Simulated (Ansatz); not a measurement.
The same path of AlH5O2Si (9 atoms, charge 0, multiplicity 1) was run twice with different band settings. Lost on the way: Al1–H4. Made: O2–H4.

Method: RKS B3LYP/6-31G* (Ansatz 0.2.0).

Relaxed end points:

```xyz
9
Properties=species:S:1:pos:R:3
Al 0.356 -0.078 0.128
O 0.954 0.087 1.717
H 0.433 -0.180 2.484
H 1.283 0.385 -1.051
O -1.195 -0.721 -0.148
Si -2.601 -1.295 -0.772
H -3.001 -2.548 -0.075
H -3.692 -0.296 -0.602
H -2.464 -1.595 -2.225
```

```xyz
9
Properties=species:S:1:pos:R:3
Al 0.395 0.077 -1.113
O 0.824 0.339 1.048
H 0.036 -0.178 1.315
H 1.605 -0.088 1.440
O -1.070 -0.633 -0.379
Si -2.562 -1.279 -0.654
H -2.683 -2.614 0.000
H -3.633 -0.408 -0.093
H -2.840 -1.456 -2.108
```

Common settings: movable images 5; climbing image yes; optimiser quadratic models (default); start path through a guess of the saddle point; force threshold 0.05 eV/Å; iteration limit 60; end points relaxed.

| run | spring |
| --- | --- |
| 1 | 5.0 eV/Å² |
| 2 | 20.0 eV/Å² |

Q: What does each run give, and how far can it be trusted?

A: Run 1: converged after 25 iterations, highest image 2.952 eV above the first end. Neighbouring images differ by up to 2.0 eV, so the band resolves the path poorly. A vibrational analysis at the climbing image gives one clearly imaginary mode, 1420i cm⁻¹: a first-order saddle point.
Run 2: converged after 28 iterations, highest image 2.952 eV above the first end. Neighbouring images differ by up to 2.1 eV, so the band resolves the path poorly. Another band between the same ends (5 images) ends at a top of the same energy, where a vibrational analysis finds 1 clearly imaginary mode.
The orbitals stay closed-shell, which can raise the energy where a bond breaks towards radicals; this wasn't checked here.
